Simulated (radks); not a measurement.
Values are calculated unless marked as measured or tabulated.
Problem. The mean radii <r> (bohr) of the occupied orbitals of an atom or ion are listed with their occupations. Level of theory: non-relativistic Kohn-Sham, PBE, spin-polarised, spherical densities, point nucleus (a radial shooting solver on a logarithmic mesh with Libxc functionals).

| orbital | occ. | <r> |
|---|---|---|
| 1s | 2 | 0.01869 |
| 2s | 2 | 0.07782 |
| 2p | 6 | 0.06572 |
| 3s | 2 | 0.1842 |
| 3p | 6 | 0.1737 |

Name the element and its charge. Open shells, if any, are filled with parallel spins first.

Solution. Z = 81, thallium, charge +63: Tl63+ in [Ar]. The 1s radius gives Z: for a bare nucleus <r> = 1.5/Z, 0.01852 bohr for Z = 81, and screening makes it slightly larger (0.01869 here). The occupations add up to 18, and the charge is Z minus that.
